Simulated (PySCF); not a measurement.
B(F)(Me)(SMe) (C2H6BFS), SMILES CSB(C)F.

Coordinates come from a PBE-D3(BJ)/def2-SVP optimisation. Other conformers were not sampled.

Level of theory: PySCF 2.14.0 with PBE-D3(BJ)/def2-SVP.

Frequencies are harmonic and unscaled.

Computed vibrational spectrum:
```csv
mode,ν (cm⁻¹),IR (km/mol),moving atoms (share of kinetic energy)
1,35,0.8,H 98 %
2,116,0.1,"C 30 %, S 28 %, F 23 %, H 19 %"
3,130,0.0,H 97 %
4,203,0.5,"C 58 %, H 27 %"
5,324,1.2,"H 27 %, S 25 %, F 24 %, C 17 %"
6,357,2.5,"F 50 %, C 20 %, S 15 %, B 8 %"
7,425,1.4,"B 56 %, H 35 %, F 8 %"
8,583,8.0,"C 33 %, S 25 %, H 20 %, F 12 %, B 9 %"
9,711,0.7,"C 55 %, S 34 %, H 10 %"
10,820,17.1,"H 52 %, B 28 %, C 20 %"
11,833,1.6,"H 59 %, C 26 %, F 14 %"
12,923,5.1,"H 83 %, C 15 %"
13,943,10.5,"H 79 %, C 17 %"
14,1083,209.9,"B 67 %, H 22 %"
15,1236,148.6,"H 48 %, B 30 %, F 12 %, C 10 %"
16,1285,0.1,"H 86 %, C 13 %"
17,1317,161.4,"B 46 %, H 24 %, C 19 %, F 11 %"
18,1382,8.8,H 93 %
19,1384,6.4,H 96 %
20,1404,8.2,H 96 %
21,1406,5.5,H 96 %
22,2972,0.7,H 97 %
23,2991,14.5,H 98 %
24,3045,1.9,"H 91 %, C 9 %"
25,3098,6.8,"H 91 %, C 9 %"
26,3101,3.0,"H 90 %, C 10 %"
27,3104,2.6,"H 90 %, C 10 %"
```
